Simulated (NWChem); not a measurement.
Molecule: ZrNH₃OCl₂; SMILES [OH][Zr]([Cl])([NH2])[Cl]

```xyz
8

Zr    -0.2681     0.0001     0.0251
Cl     1.1146    -1.9264     0.0245
Cl     1.1103     1.9299     0.0269
O     -1.5123    -0.0025     1.4540
H     -1.9777    -0.0462     2.2901
N     -1.3762    -0.0002    -1.6446
H     -2.3927    -0.0022    -1.6983
H     -0.9988     0.0039    -2.5914
```
Atoms are numbered in this order, from 1.

Results from NWChem. All runs use the structure optimised with PBE0/def2-SVP. Not confirmed as a minimum by frequencies. def2 effective core potentials on Zr; no spin-orbit coupling. Level MN15/def2-SVP: energy and gradient on several grids; changes count from the extra-fine grid, which is no exact limit either.

```json
[
 {"grid": "xcoarse", "size of the energy change (μHa)": "20000", "largest change of a gradient component (μHa/bohr)": "6000", "time, medium = 1 (rough)": "about 1"},
 {"grid": "coarse", "size of the energy change (μHa)": "400", "largest change of a gradient component (μHa/bohr)": "200", "time, medium = 1 (rough)": "about 1"},
 {"grid": "medium", "size of the energy change (μHa)": "< 10", "largest change of a gradient component (μHa/bohr)": "60", "time, medium = 1 (rough)": "about 1"},
 {"grid": "fine", "size of the energy change (μHa)": "< 10", "largest change of a gradient component (μHa/bohr)": "< 30", "time, medium = 1 (rough)": "about 1"},
 {"grid": "xfine", "size of the energy change (μHa)": "< 10", "largest change of a gradient component (μHa/bohr)": "< 30", "time, medium = 1 (rough)": "2"}
]
```
